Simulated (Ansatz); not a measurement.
Ansatz results at the PBE0-D4/def2-TZVP geometry: HOMO–LUMO gap (PBE0/def2-TZVPP) 7.53 eV; HOMO–LUMO gap (B3LYP/def2-TZVPP) 7.05 eV; size of the dipole moment (ωB97M-V/def2-TZVPP) 1.27 D.

Each molecule was computed in one conformer, which needn't be the lowest.

Q: Which molecule gave them?
A. `C[C@H]1O[Si@H]1F`
B. `F[C@H]1O[C@H]1[SiH3]`
C. `C=CO[SiH2]F`
D. `OCC[SiH2]O`

A: C. The others give `F[C@H]1O[C@H]1[SiH3]`: 9.02, 8.52, 2.04; `C[C@H]1O[Si@H]1F`: 7.71, 7.24, 1.89; `OCC[SiH2]O`: 8.56, 8.00, 3.54.

B3LYP here is the variant with VWN-RPA as its local correlation; programs differ in this.
